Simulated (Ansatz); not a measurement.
## Nudged elastic band run: BH$_{5}$O$_{3}$

input.yaml

```yaml
crystal:
  periodic: [false, false, false]
  atoms:
    - { symbol: B, position_ang: [-0.358816, -0.091221, -0.708208] }
    - { symbol: O, position_ang: [0.941395, 0.302228, -0.444974] }
    - { symbol: O, position_ang: [-0.645172, -1.423373, -0.92611] }
    - { symbol: O, position_ang: [-1.365236, 0.851682, -0.75213] }
    - { symbol: H, position_ang: [1.226122, 0.269536, 2.100367] }
    - { symbol: H, position_ang: [1.272995, 0.355777, 2.860955] }
    - { symbol: H, position_ang: [0.990226, 1.266699, -0.322662] }
    - { symbol: H, position_ang: [0.161642, -1.964335, -0.865434] }
    - { symbol: H, position_ang: [-2.223057, 0.433006, -0.941706] }
basis:
  gaussian: { orbitals: def2-SVP }
hamiltonian:
  xc: revpbe
  dispersion: d4
neb:
  order_check: false
  images: 9
  f_tol: 0.03
  max_iterations: 60
  initial_path: linear
  final_atoms:
    - { symbol: B, position_ang: [-0.62490009, -0.51484426, 0.22405106] }
    - { symbol: O, position_ang: [1.67725, 1.07428102, -0.07450052] }
    - { symbol: O, position_ang: [-0.54133931, -1.48372376, -0.74421037] }
    - { symbol: O, position_ang: [-1.22528461, 0.68883398, -0.08867538] }
    - { symbol: H, position_ang: [1.80970295, 1.06495172, 0.89243971] }
    - { symbol: H, position_ang: [-0.27643573, -0.68183956, 1.37907963] }
    - { symbol: H, position_ang: [0.77123941, 1.43875758, -0.13947925] }
    - { symbol: H, position_ang: [-0.08292638, -2.27892605, -0.42400593] }
    - { symbol: H, position_ang: [-1.50720724, 0.69250834, -1.02460095] }
```

Run as:

```bash
$ ansatz run input.yaml --threads 2 --pin off --max-ram 3072MiB --backend cpu --events-out ev --progress --plain --runs-dir out
```

Output, in part (warnings, iteration lines, the closing report on the highest movable image, with atoms numbered from 0):

```
NEB end point (image 0): max|allowed force component| = 1.440e-2 eV/Å (the criterion of neb.relax_end_points is 1.000e-2)
NEB end point (image 10): max|allowed force component| = 7.065e-3 eV/Å (the criterion of neb.relax_end_points is 1.000e-2)
NEB iter   1: max|band force component| = 1.623e1 eV/Å  barrier→ = 8.1260 eV  barrier← = 7.1332 eV  Δτ_max = 0.2000 Å  (301 SCF iters)
NEB iter   2: max|band force component| = 4.279e0 eV/Å  barrier→ = 4.6210 eV  barrier← = 3.6282 eV  Δτ_max = 0.2000 Å  (303 SCF iters)
NEB iter   3: max|band force component| = 9.346e0 eV/Å  barrier→ = 3.3359 eV  barrier← = 2.3431 eV  Δτ_max = 0.1034 Å  (289 SCF iters)
NEB iter   4: max|band force component| = 2.231e0 eV/Å  barrier→ = 2.9389 eV  barrier← = 1.9461 eV  Δτ_max = 0.2000 Å  (257 SCF iters)
NEB iter   5: max|band force component| = 4.743e0 eV/Å  barrier→ = 2.7179 eV  barrier← = 1.7251 eV  Δτ_max = 0.0998 Å  (266 SCF iters)
NEB iter   6: max|band force component| = 1.660e0 eV/Å  barrier→ = 2.3459 eV  barrier← = 1.3531 eV  Δτ_max = 0.2000 Å  (251 SCF iters)
NEB iter   7: max|band force component| = 1.744e0 eV/Å  barrier→ = 2.1074 eV  barrier← = 1.1146 eV  Δτ_max = 0.1018 Å  (251 SCF iters)
NEB iter   8: max|band force component| = 8.215e-1 eV/Å  barrier→ = 2.0425 eV  barrier← = 1.0497 eV  Δτ_max = 0.1310 Å  (246 SCF iters)
NEB iter   9: max|band force component| = 5.142e-1 eV/Å  barrier→ = 2.0636 eV  barrier← = 1.0708 eV  CI = image 6  Δτ_max = 0.1435 Å  (249 SCF iters)
NEB iter  10: max|band force component| = 5.609e-1 eV/Å  barrier→ = 2.0935 eV  barrier← = 1.1007 eV  CI = image 6  Δτ_max = 0.0715 Å  (250 SCF iters)
NEB iter  11: max|band force component| = 3.627e-1 eV/Å  barrier→ = 2.0820 eV  barrier← = 1.0892 eV  CI = image 6  Δτ_max = 0.0734 Å  (243 SCF iters)
NEB iter  12: max|band force component| = 2.492e-1 eV/Å  barrier→ = 2.0687 eV  barrier← = 1.0759 eV  CI = image 6  Δτ_max = 0.0397 Å  (238 SCF iters)
NEB iter  13: max|band force component| = 2.010e-1 eV/Å  barrier→ = 2.0649 eV  barrier← = 1.0721 eV  CI = image 6  Δτ_max = 0.0144 Å  (237 SCF iters)
NEB iter  14: max|band force component| = 9.691e-2 eV/Å  barrier→ = 2.0637 eV  barrier← = 1.0709 eV  CI = image 6  Δτ_max = 0.0122 Å  (231 SCF iters)
NEB iter  15: max|band force component| = 4.746e-2 eV/Å  barrier→ = 2.0632 eV  barrier← = 1.0704 eV  CI = image 6  Δτ_max = 0.0093 Å  (225 SCF iters)
NEB iter  16: max|band force component| = 2.710e-2 eV/Å  barrier→ = 2.0629 eV  barrier← = 1.0701 eV  CI = image 6  Δτ_max = 0.0000 Å  (448 SCF iters)
Total energy: -6893.35035044 eV, -253.3259528980 hartree
Atom 0 at    -0.198916    -0.091688     0.087159 Å, force     0.006166     0.014992    -0.021827 eV/Å
Atom 1 at     1.133369     0.322171    -0.753606 Å, force    -0.007780    -0.006643     0.006300 eV/Å
Atom 2 at    -0.619843    -1.410329    -0.052688 Å, force    -0.004165    -0.003465     0.013973 eV/Å
Atom 3 at    -1.131920     0.939405    -0.047351 Å, force    -0.002181    -0.018191     0.007216 eV/Å
Atom 4 at     1.219360     0.397543     0.442664 Å, force     0.010694     0.001581    -0.012123 eV/Å
Atom 5 at     0.601920     0.092033     1.304764 Å, force    -0.004228     0.001359     0.015430 eV/Å
Atom 6 at     0.929096     1.212719    -1.109762 Å, force     0.005559     0.001881     0.003762 eV/Å
Atom 7 at     0.099844    -2.050798     0.069783 Å, force     0.000239     0.004157    -0.008910 eV/Å
Atom 8 at    -2.032812     0.588942     0.059136 Å, force    -0.004302     0.004329    -0.003822 eV/Å
Dipole moment:     0.129445     0.041255    -0.031003 e Å
```

The forces met the threshold. Another band between the same ends (9 images) ends at a top of the same energy, where a vibrational analysis finds 1 clearly imaginary mode. The orbitals stay closed-shell, which can raise the energy where a bond breaks towards radicals; this wasn't checked here.

Final band (atoms are numbered from 1 in the order of the input):

```tsv
image	path coordinate (Å)	energy (eV)	B1–O2 (Å)	H5–H6 (Å)	B1–H6 (Å)
0	0.00	0.00	1.38	0.77	3.95
1	0.55	0.00	1.38	0.77	3.66
2	1.11	0.01	1.38	0.77	3.34
3	1.66	0.04	1.38	0.77	2.91
4	2.21	0.19	1.39	0.77	2.41
5	2.77	0.89	1.43	0.80	1.90
6	3.32	2.06	1.63	1.10	1.47
7	3.84	1.46	1.98	1.55	1.26
8	4.36	1.10	2.43	1.86	1.23
9	4.88	1.01	2.68	2.32	1.22
10	5.41	0.99	2.81	2.76	1.22
```

The run took 2.7 min on 2 threads of AMD EPYC 7R43 64-Core Processor (Zen 3), on a shared host, peak memory 0.15 GiB.
